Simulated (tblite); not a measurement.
Compound: C2H4F3OSi (doublet state).
Cartesian coordinates in Å at the GFN2-xTB level; atoms count from 1:
```
atom  x, y, z in Å
O1     2.1623   -0.7701   -0.3463
Si2    1.4970    0.5672    0.2651
C3    -0.2787    0.2174    0.9173
C4    -1.1701   -0.1149   -0.2361
F5    -0.7312   -1.1837   -0.9371
F6    -2.4340   -0.4093    0.1218
F7    -1.2628    0.8877   -1.1286
H8     1.7627   -1.3210   -1.0242
H9     1.4683    1.6704   -0.6860
H10   -0.3057   -0.6247    1.6079
H11   -0.7024    1.0836    1.4201
```

Calculated harmonic vibrations of the isolated species, GFN2-xTB (tblite), most abundant isotopes, no scaling. The method is semi-empirical: single wavenumbers can be off by several per cent or more. Modes of hydrogen on silicon can be 10 to 20 % off. One conformer, not necessarily the lowest. Open shells enter through the occupations alone, without spin polarisation, and single modes of such species can be off by tens of per cent.

Harmonic wavenumbers (cm⁻¹): 38.1, 101.3, 143.3, 208.1, 299.7, 325.1, 336.5, 472.7, 478.2, 536.3, 586.9, 634.0, 723.2, 765.9, 774.8, 826.4, 926.1, 976.7, 1020.9, 1169.3, 1186.0, 1229.5, 1440.6, 2302.8, 3009.7, 3032.6, 3499.1.

A = 4089, B = 1397, C = 1305 MHz; mass 128.998 u (most abundant isotopes); point group C1, symmetry number 1; spin multiplicity 2.

Problem. Zero-point energy?

Solution. Half the sum of the wavenumbers: 13522 cm⁻¹ = 161.76 kJ/mol.

Problem. Give the ideal-gas entropy at 350 K and 1 bar in the rigid-rotor, harmonic-oscillator model (classical rotation).

Solution. Translation 172.80, rotation 119.81, vibration 107.84, spin (R ln 2) 5.76: S = 406.2 J/(mol K).

Problem. And Cp and H(350 K) − H(0)?

Solution. Cp = 143.42 J/(mol K), of which vibrations give 110.16 (their classical limit is 27 R = 224.5); H(350 K) − H(0) = 31.47 kJ/mol without the zero-point energy, 19.83 from vibrations.

Problem. How do the functions run with temperature in this model?

Solution. 
```
 T (K)  S (J/(mol K))  Cp (J/(mol K))  H − H(0) (kJ/mol)  G − H(0) (kJ/mol)  ln q(vib)
    50          244.3            48.4               2.00             -10.22       0.48
   100          283.0            65.1               4.83             -23.47       1.35
298.15          384.3           130.0              24.37             -90.20       5.14
373.15          415.6           148.8              34.85            -120.22       6.61
   500          462.6           172.4              55.32            -175.99       9.02
   750          538.4           200.2             102.26            -301.52      13.42
  1000          598.3           216.3             154.47            -443.87      17.30
```

q(vib) and H(0) count from the zero-point level.

Problem. What must be added to the electronic energy to get the Gibbs energy at 350 K and 1 bar?

Solution. ZPE + [H(350 K) − H(0)] − T·S = 161.76 + 31.47 − 142.17 = 51.06 kJ/mol.

Hindered rotation and anharmonicity are outside this model. Other conformers, if any are populated, would add a mixing term that is left out. The structure is chiral; the term R ln 2 for an equal mix with its mirror image is left out.
